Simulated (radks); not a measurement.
Values are calculated unless marked as measured or tabulated.
Fractional charge and spin in the 5p shell of neodymium: the spin-up occupation runs from 2 to 3 and the spin-down occupation from 2 to 3; the fullest corner is Nd2+, [Kr] 4d10 4f(up 2, down 2) 5s2 5p(up 3, down 3). Code: a radial shooting solver on a logarithmic mesh with Libxc functionals. Model: scalar-relativistic Kohn-Sham, PBE, spin-polarised, spherical densities, finite nucleus; Fermi nuclear charge, rms radius of each element as measured or else 0.836 A^(1/3) + 0.57 fm. Energy (eV) above the fullest corner. The planes named below are the two flat planes that join the four corners, with an edge along up + down = one added electron.

down \ up       2     2.5       3
2          94.008  65.797  40.639
2.5        65.797  40.858  18.885
3          40.639  18.885   0.000

Corners above the fullest one (they belong to Nd3+ and the next ion): (up 3, down 2) 40.639 eV, (up 2, down 3) 40.639 eV, (up 2, down 2) 94.008 eV. With half an added electron in each spin the energy lies 0.219 eV from the planes, and with half an added electron in spin up alone -1.527 eV. The planes are only a guide here: the flat-plane condition holds for ground states with one frontier orbital, while this shell lies below other occupied shells, so the corners above the fullest one are inner-hole states and not the ground states of those ions.
